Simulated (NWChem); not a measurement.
SnH4 anion, doublet; SMILES of the neutral closed-shell parent [SnH4]

```xyz
5

Sn     0.0000     0.0000    -0.0046
H     -1.3869     0.4700    -1.0397
H      1.3869    -0.4700    -1.0397
H     -0.4701    -1.3845     1.0329
H      0.4701     1.3845     1.0329
```
Atoms are numbered in this order, from 1.

Level: B3LYP/def2-SVPD with def2 effective core potentials on Sn, spin-unrestricted (NWChem), optimised geometry, unscaled harmonic frequencies. In the optimisation the excess spin sits in a (C2, its own frame). This spin state was assumed; another may lie lower. The highest occupied level is positive, so the extra electron may be held by the finite basis. B3LYP is NWChem's, with the RPA form of VWN correlation. def2 effective core potentials on Sn; no spin-orbit coupling.

Question: List the harmonic frequencies with IR intensities, and the thermochemistry.

Answer: 
```json
[
 {"frequency (cm⁻¹)": "315", "IR intensity (km/mol)": "114.5"},
 {"frequency (cm⁻¹)": "322", "IR intensity (km/mol)": "113.8"},
 {"frequency (cm⁻¹)": "324", "IR intensity (km/mol)": "113.5"},
 {"frequency (cm⁻¹)": "634", "IR intensity (km/mol)": "0.0"},
 {"frequency (cm⁻¹)": "634", "IR intensity (km/mol)": "0.0"},
 {"frequency (cm⁻¹)": "1103", "IR intensity (km/mol)": "0.0"},
 {"frequency (cm⁻¹)": "1438", "IR intensity (km/mol)": "230.6"},
 {"frequency (cm⁻¹)": "1440", "IR intensity (km/mol)": "231.3"},
 {"frequency (cm⁻¹)": "1441", "IR intensity (km/mol)": "231.0"}
]
```

```
Item                                                                                Value
-----------------------------------------------------------------------  ----------------
zero-point energy                                                           10.9 kcal/mol
thermal correction to the enthalpy at 298.15 K (with zero-point energy)     14.3 kcal/mol
heat capacity Cv                                                         13.3 cal/(mol K)
```

Rigid rotor and harmonic oscillator.
